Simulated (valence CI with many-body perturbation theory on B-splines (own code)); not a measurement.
Co XXII: what the settings do

Calculated by valence CI with perturbative core correlation (CI+MBPT): four valence electrons over a frozen Dirac-Fock core [He], a basis of 6 s, 6 p, 5 d, 3 f, 1 g functions for each j, with the one-electron correlation potential Σ1, the two-electron term Σ2, the three-electron term Σ3, Breit, model QED; selected CI, second order for the rest, scaled by the run's own slope (own B-spline code, finite nucleus).

No measured levels were compared; by estimate levels of excited configurations hold to 0.05 to 0.15 % of their energy, terms of the ground configuration to about 0.5 %.

The reference run has the lowest level 2s2 2p2 3P_0 and an ionisation energy of 1846.34 eV. Its largest variational space holds 11470 state functions.

Names give the largest LS component (configuration and term), which can be under half, so a name can repeat, a term be missing and a line seem to break the LS rules; names also repeat where a configuration has a term twice.

Reference levels: 2s2 2p2 3P_1 90352, 2s2 2p2 3P_2 138335, 2s2 2p2 1D_2 282002, 2s2 2p2 1S_0 416039, 2s 2p3 5S°_2 533872, 2s 2p3 3D°_1 833870, 2s 2p3 3D°_2 836404, 2s 2p3 3D°_3 869608, 2s 2p3 3P°_0 987927, 2s 2p3 3P°_1 998953, 2s 2p3 3P°_2 1020690, 2s 2p3 3S°_1 1171200 cm⁻¹.

Question: Rank these changes by the mean size of the shift of these levels, smallest first.
A. core polarisation of operators on → off; logarithmic knot step 0.27 → 0.2
B. scale of Σ2 1 → 0.5
C. screening of Σ1 on → off

Answer: C (1.3 cm⁻¹), A (19 cm⁻¹), B (380 cm⁻¹).
